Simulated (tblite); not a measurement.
C₃H₄NO₂S (charge -1).
Structure used (GFN2-xTB), in Å, numbered top down from 1:
```
atom  x, y, z in Å
N1     3.1238    0.1310   -0.2498
C2     2.0195    0.1238    0.0709
C3     0.6323    0.1012    0.4023
C4    -0.2422   -0.1453   -0.8111
S5    -2.0527   -0.1239   -0.0776
O6    -1.9331   -1.2069    0.9386
O7    -2.0655    1.2317    0.5407
H8     0.3265    1.0559    0.8484
H9     0.4234   -0.6910    1.1323
H10   -0.0648   -1.1195   -1.2651
H11   -0.1618    0.6458   -1.5556
```

Computed with GFN2-xTB (tblite): harmonic, unscaled wavenumbers at the GFN2-xTB geometry, gas phase. The method is semi-empirical: single wavenumbers can be off by several per cent or more. One conformer, not necessarily the lowest.

Harmonic wavenumbers (cm⁻¹): 32.9, 99.2, 116.0, 187.6, 282.4, 389.9, 417.1, 487.6, 517.7, 596.6, 741.5, 861.0, 989.9, 1026.1, 1038.3, 1077.1, 1081.3, 1095.2, 1221.5, 1262.0, 1416.6, 1457.6, 2366.3, 2908.0, 2921.3, 2990.7, 2991.0.

A = 6143, B = 1095, C = 1045 MHz; mass 117.996 u (most abundant isotopes); point group Cs, symmetry number 1.

**Question.** Zero-point energy?

**Answer.** Half the sum of the wavenumbers: 15286 cm⁻¹ = 43.70 kcal/mol.

**Question.** Give the ideal-gas entropy at 200 K and 1 bar in the rigid-rotor, harmonic-oscillator model (classical rotation).

**Answer.** Translation 38.25, rotation 27.03, vibration 14.08: S = 79.4 cal/(mol K).

**Question.** And Cp and H(200 K) − H(0)?

**Answer.** Cp = 21.74 cal/(mol K), of which vibrations give 13.79 (their classical limit is 27 R = 53.7); H(200 K) − H(0) = 3.04 kcal/mol without the zero-point energy, 1.45 from vibrations.

**Question.** What must be added to the electronic energy to get the Gibbs energy at 200 K and 1 bar?

**Answer.** ZPE + [H(200 K) − H(0)] − T·S = 43.70 + 3.04 − 15.87 = 30.87 kcal/mol.

**Question.** Which modes carry the vibrational entropy at 200 K?

**Answer.** 32.9 cm⁻¹: 4.86; 99.2 cm⁻¹: 2.70; 116.0 cm⁻¹: 2.40; 187.6 cm⁻¹: 1.54; 282.4 cm⁻¹: 0.89; 389.9 cm⁻¹: 0.48 cal/(mol K); the other 21 give 1.22 together.

**Question.** Blend soft modes into free rotors: weight 1/[1 + (100 cm⁻¹/ν̃)⁴] for the oscillator and the rest for a rotor with moment μB/(μ + B), μ = h/(8π²ν), B = 10⁻⁴⁴ kg m². What vibrational entropy results?

**Answer.** 12.69 cal/(mol K) in place of 14.08, which changes −T·S at 200 K by +0.28 kcal/mol.

Hindered rotation and anharmonicity are outside this model. Other conformers, if any are populated, would add a mixing term that is left out.
